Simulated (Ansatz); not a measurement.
Reaction (isomerisation): `CBOC(C)=O` → `CCBC(=O)O`

Program: Ansatz. Geometries: PBE0-D4/def2-TZVP. ΔE: electronic, gas phase. CCSD(T)/CBS adds triple-zeta CCSD(T) − MP2 to the extrapolated MP2 energy (def2 sets, frozen cores). DFT in def2-TZVPP. B3LYP here is the variant with VWN-RPA as its local correlation; programs differ in this. One conformer a species, not always the lowest.

`CBOC(C)=O`:

Z-matrix (Å, degrees):
```
C
B 1 1.553
H 1 1.095 2 110.5
H 1 1.097 2 109.0 3 114.9
H 1 1.091 2 114.1 3 -123.5
O 2 1.376 1 118.3 3 124.8
H 2 1.196 1 123.2 3 -53.4
C 6 1.369 2 122.6 1 171.2
C 8 1.494 6 111.1 2 153.0
O 8 1.193 6 122.8 2 -29.0
H 9 1.092 8 109.7 6 -60.6
H 9 1.087 8 110.0 6 178.0
H 9 1.092 8 109.5 6 56.6
```

`CCBC(=O)O`:

Z-matrix (Å, degrees):
```
C
C 1 1.522
H 1 1.092 2 111.0
H 1 1.093 2 111.2 3 -119.4
H 1 1.092 2 111.8 3 120.3
B 2 1.551 1 118.3 3 61.7
H 2 1.104 1 110.8 3 -178.8
H 2 1.098 1 111.5 3 -65.1
C 6 1.574 2 121.8 1 2.7
H 6 1.196 2 121.1 1 -173.6
O 9 1.209 6 118.2 2 -88.0
O 9 1.339 6 119.0 2 91.5
H 12 0.971 9 107.1 6 -179.7
```

CCSD(T)/CBS gives +142.0 kJ/mol.

Q: Another level gave +141.0 kJ/mol. Which?
A. PBE0-D4/def2-TZVPP
B. B3LYP-D4/def2-TZVPP
C. SCS-MP2/def2-TZVPP
D. PBE/def2-TZVPP

A: B. B3LYP-D4 141.0, PBE0-D4 136.7, PBE 130.7, SCS-MP2/def2-TZVPP 145.5 kJ/mol.

Largest T1 diagnostic among the species: 0.016.

From PBE to PBE0 (25 % exact exchange), in def2-TZVPP and without D4, ΔE moves by +7.6 kJ/mol. In def2-TZVPP, CCSD(T) changes the Hartree–Fock value by −14.3 kJ/mol (the triples alone add −1.8 kJ/mol) and MP2 by −13.7 kJ/mol.
